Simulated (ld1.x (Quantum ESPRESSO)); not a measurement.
## Which change was made? (O, ultrasoft)

| Property | Result |
| --- | --- |
| Element | oxygen |
| Generator | ld1.x (Quantum ESPRESSO) 7.5 |
| Type | ultrasoft |
| Functional | PBEsol |
| Relativity | scalar-relativistic |
| Frozen core | [He] |
| Valence charge | 6 |
| Reference configuration | 2s2 2p4 |
| Partial waves | 2s (bound): rcut 0.80, rcutus 0.95 bohr; 2s channel at -0.45 Ry: rcut 0.80, rcutus 0.95 bohr; 2p (bound): rcut 1.20, rcutus 1.40 bohr; 2p channel at 0.8 Ry: rcut 1.20, rcutus 1.40 bohr |
| Local potential | all-electron potential smoothed inside 0.80 bohr (lloc = -2) |
| Core correction | none |
| Augmentation charge | built from norm-conserving waves at rcut, not smoothed further |

Cutoffs, loose and tight: the cutoffs (Ry, on a coarse ladder) from which the occupation-weighted sum of valence levels, in a spherical-Bessel basis at the reference potential, stays within 10 and 1 mRy of its value at 400 Ry. They do not see the model core or the augmentation charge, which bear on the density cutoff. Test errors are all-electron minus pseudo excitation energies from the reference, over the configurations 2s2 2p3; 2s2 2p2; 2s2 2p1; 2s0 2p6; 2s2 2p4.3; 2s2 2p3.5; 2s2 2p0; variants that change the core or the reference have their own tests. The largest error is taken over the tests solved by every variant that gives reliable tests at all, those not shown here included: 2s2 2p1; 2s2 2p2; 2s2 2p3.

The base gives: outcome: generated; cutoff, loose: 35 Ry; cutoff, tight: 70 Ry; bound ghosts: none; largest test error (meV): +304.

(1) After one change the result is: outcome: generated; bound ghosts: not determined; largest test error (meV): +480. Which change was it?
A. augmentation PSQ, radius 0.75 bohr
B. type PAW; local potential all-electron potential smoothed inside 0.75 bohr (lloc = -2); core correction a·sin(br)/r model core, default radius (ld1.x builds one for every PAW set, though the input has nlcc=.false.); augmentation PSQ, inside the norm-conserving radii
C. reference 2s2 2p3

Results:

(1) C. The others give: augmentation PSQ, radius 0.75 bohr → outcome: generated; cutoff, loose: 35 Ry; cutoff, tight: 70 Ry; bound ghosts: none; largest test error (meV): +56 | type PAW; local potential all-electron potential smoothed inside 0.75 bohr (lloc = -2); core correction a·sin(br)/r model core, default radius (ld1.x builds one for every PAW set, though the input has nlcc=.false.); augmentation PSQ, inside the norm-conserving radii → outcome: generated; cutoff, loose: 35 Ry; cutoff, tight: 60 Ry; bound ghosts: none; largest test error (meV): -3.8.
